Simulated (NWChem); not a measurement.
Species: SiIF3; SMILES F[Si](F)(F)I

```xyz
5

F     -1.2030    -0.8797     1.7632
Si     0.0000     0.0000     1.1920
F      1.3634    -0.6020     1.7632
F     -0.1604     1.4817     1.7632
I      0.0000     0.0000    -1.1926
```
Atoms are numbered in this order, from 1.

Program: NWChem. Structure relaxed at the PBE0/def2-SVP level. def2 effective core potentials on I; no spin-orbit coupling. B3LYP is NWChem's, with the RPA form of VWN correlation. Vertical excitations in the gas phase; the lowest state need not have the same character in each row.

| level | lowest excitation, singlet (eV) | oscillator strength of that lowest state | orbital gap (eV) |
|---|---|---|---|
| PBE/def2-SVP, TDA | ? | 0.006 | ? |
| B3LYP/def2-SVP, TDA | 6.17 | 0.005 | 7.27 |
| BHandHLYP/def2-SVP, TDA | 6.58 | 0.005 | 9.85 |
| LDA (Slater exchange, VWN5)/def2-SVP, TDA | 5.88 | 0.006 | 5.54 |

**Question.** Some entries are withheld; supply them.

**Answer.** 
- PBE/def2-SVP, TDA, lowest excitation, singlet (eV): 5.95
- PBE/def2-SVP, TDA, orbital gap (eV): 5.65
